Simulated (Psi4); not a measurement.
C₂H₈Si, singlet, at a GFN2-xTB geometry; BLYP/def2-SVP (Psi4 1.11).

Input for Psi4:
```
memory 2 GB

molecule mol {
0 1
Si    0.035461   -0.433480   -0.370373
C     1.457530    0.738733    0.087122
C    -1.522904    0.060402    0.595673
H     0.407409   -1.814471   -0.032555
H    -0.230713   -0.345479   -1.812943
H     1.215766    1.770295   -0.153907
H     2.365254    0.481517   -0.450450
H     1.682822    0.695107    1.149198
H    -2.356130   -0.593044    0.355159
H    -1.827838    1.077587    0.365422
H    -1.360782    0.002399    1.668527
}

set {
  basis def2-svp
  reference rks
}

energy('blyp')
print_variables()
```

It wrote (shortened):

```
   => Loading Basis Set <=

    Name: DEF2-SVP
    Role: ORBITAL
    Keyword: BASIS

         ---------------------------------------------------------
                                   SCF
               by Justin Turney, Rob Parrish, Andy Simmonett
                          and Daniel G. A. Smith
                              RKS Reference
         ---------------------------------------------------------

  ==> Geometry <==

    Molecular point group: c1
    Full point group: C1

    Geometry (in Angstrom), charge = 0, multiplicity = 1:

       Center              X                  Y                   Z               Mass
    ------------   -----------------  -----------------  -----------------  -----------------
         SI           0.033752553331    -0.412594780102    -0.352528254971    27.976926534650
         C            1.455821553331     0.759618219898     0.104966745029    12.000000000000
         C           -1.524612446669     0.081287219898     0.613517745029    12.000000000000
         H            0.405700553331    -1.793585780102    -0.014710254971     1.007825032230
         H           -0.232421446669    -0.324593780102    -1.795098254971     1.007825032230
         H            1.214057553331     1.791180219898    -0.136062254971     1.007825032230
         H            2.363545553331     0.502402219898    -0.432605254971     1.007825032230
         H            1.681113553331     0.715992219898     1.167042745029     1.007825032230
         H           -2.357838446669    -0.572158780102     0.373003745029     1.007825032230
         H           -1.829546446669     1.098472219898     0.383266745029     1.007825032230
         H           -1.362490446669     0.023284219898     1.686371745029     1.007825032230

  Running in c1 symmetry.

  Rotational constants: A =      0.53825  B =      0.19641  C =      0.16028 [cm^-1]
  Rotational constants: A =  16136.32959  B =   5888.14432  C =   4805.03918 [MHz]
  Nuclear repulsion =  113.530056435719359

  Charge       = 0
  Multiplicity = 1
  Electrons    = 34
  Nalpha       = 17
  Nbeta        = 17

  ==> Algorithm <==

  SCF Algorithm Type is DF.
  DIIS enabled.
  MOM disabled.
  Fractional occupation disabled.
  Guess Type is SAD.
  Energy threshold   = 1.00e-06
  Density threshold  = 1.00e-06
  Integral threshold = 1.00e-12

  ==> Primary Basis <==

  Basis Set: DEF2-SVP
    Blend: DEF2-SVP
    Number of shells: 44
    Number of basis functions: 86
    Number of Cartesian functions: 89
    Spherical Harmonics?: true
    Max angular momentum: 2

  ==> DFT Potential <==

   => LibXC <=

    Version 7.1.2
    S. Lehtola, C. Steigemann, M. J. T. Oliveira, and M. A. L. Marques,  SoftwareX 7, 1–5 (2018) (10.1016/j.softx.2017.11.002)

   => Composite Functional: BLYP <=

    BLYP GGA Exchange-Correlation Functional

    P.J. Stephens et. al., J. Phys. Chem., 98, 11623-11627, 1994
    B. Miehlich et. al., Chem. Phys. Lett., 157(3), 200-206 1989

    Deriv               =              1
    GGA                 =           TRUE
    Meta                =          FALSE

    Exchange Hybrid     =          FALSE
    MP2 Hybrid          =          FALSE

   => Exchange Functionals <=

    1.0000     XC_GGA_X_B88

   => Correlation Functionals <=

    1.0000     XC_GGA_C_LYP

   => LibXC Density Thresholds  <==

    XC_GGA_C_LYP:  1.00E-14
    XC_GGA_X_B88:  1.00E-15

   => Molecular Quadrature <=

    Radial Scheme          =       TREUTLER
    Pruning Scheme         =           NONE
    Nuclear Scheme         =       TREUTLER

    Blocking Scheme        =         OCTREE
    BS radius alpha        =              1
    Pruning alpha          =              1
    Radial Points          =             75
    Spherical Points       =            302
    Total Points           =         237058
    Total Blocks           =           1807
    Max Points             =            256
    Max Functions          =             85
    Weights Tolerance      =       1.00E-15

[...]
    Keyword: DF_BASIS_SCF

  ==> Integral Setup <==

  SCF_SUBTYPE=INCORE selected. In-core MEM_DF algorithm will be used.
  Using in-core AOs.

  ==> MemDFJK: Density-Fitted J/K Matrices <==

    J tasked:                   Yes
    K tasked:                    No
    wK tasked:                   No
    Algorithm:                 Core
    Schwarz Cutoff:           1E-12
    Mask sparsity (%):       0.4867
    Fitting Condition:        1E-10

   => Auxiliary Basis Set <=

  Basis Set: (DEF2-SVP AUX)
    Blend: DEF2-UNIVERSAL-JKFIT
    Number of shells: 136
    Number of basis functions: 422
    Number of Cartesian functions: 493
    Spherical Harmonics?: true
    Max angular momentum: 4

  Minimum eigenvalue in the overlap matrix is 5.8476686588E-03.
  Reciprocal condition number of the overlap matrix is 1.0412717277E-03.
    Using symmetric orthogonalization.

  ==> Pre-Iterations <==

  SCF Guess: Superposition of Atomic Densities via on-the-fly atomic UHF (no occupation information).

   -------------------------
    Irrep   Nso     Nmo
   -------------------------
     A         86      86
   -------------------------
    Total      86      86
   -------------------------

  ==> Iterations <==

                           Total Energy        Delta E     RMS |[F,P]|

   @DF-RKS iter SAD:  -369.69576892356667   -3.69696e+02   0.00000e+00
   @DF-RKS iter   1:  -369.69469085417711    1.07807e-03   1.22760e-02 DIIS/ADIIS
   @DF-RKS iter   2:  -368.85368540049302    8.41005e-01   1.69621e-02 DIIS/ADIIS
   @DF-RKS iter   3:  -370.29461733939576   -1.44093e+00   1.11901e-03 DIIS/ADIIS
   @DF-RKS iter   4:  -370.30123776325172   -6.62042e-03   4.59107e-04 DIIS/ADIIS
   @DF-RKS iter   5:  -370.30247533610384   -1.23757e-03   5.19967e-05 DIIS
   @DF-RKS iter   6:  -370.30248728235972   -1.19463e-05   1.04498e-05 DIIS
   @DF-RKS iter   7:  -370.30248794202600   -6.59666e-07   1.32485e-06 DIIS
   @DF-RKS iter   8:  -370.30248794956776   -7.54176e-09   7.62290e-07 DIIS
  Energy and wave function converged.

  ==> Post-Iterations <==

   Electrons on quadrature grid:
      Ntotal   =   34.0000499888 ; deviation = 4.999e-05

    Orbital Energies [Eh]
    ---------------------

    Doubly Occupied:

[...]
    Virtual:

[...]
    Final Occupation by Irrep:
              A
    DOCC [    17 ]
    NA   [    17 ]
    NB   [    17 ]

  @DF-RKS Final Energy:  -370.30248794956776

   => Energetics <=

    Nuclear Repulsion Energy =            113.5300564357193593
    One-Electron Energy =                -733.6900542320895511
    Two-Electron Energy =                 284.5342481892854494
    DFT Exchange-Correlation Energy =     -34.6767383424830555
    Empirical Dispersion Energy =           0.0000000000000000
    VV10 Nonlocal Energy =                  0.0000000000000000
    Total Energy =                       -370.3024879495677624

Computation Completed

Properties will be evaluated at   0.000000,   0.000000,   0.000000 [a0]

Properties computed using the SCF density matrix

 Multipole Moments:

 ------------------------------------------------------------------------------------
     Multipole            Electronic (a.u.)      Nuclear  (a.u.)        Total (a.u.)
 ------------------------------------------------------------------------------------

 L = 1.  Multiply by 2.5417464519 to convert [e a0] to [Debye]
 Dipole X            :          0.0943040           -0.1097727           -0.0154687
 Dipole Y            :         -1.1528025            1.3418916            0.1890891
 Dipole Z            :         -0.9849748            1.1465353            0.1615604
 Magnitude           :                                                    0.2491902

 ------------------------------------------------------------------------------------

  Variable Map:
  ----------------------------------------------------------------------------
[...]
  Array Variable Map:
  ----------------------------------------------------------------------------
[...]
[...]
```
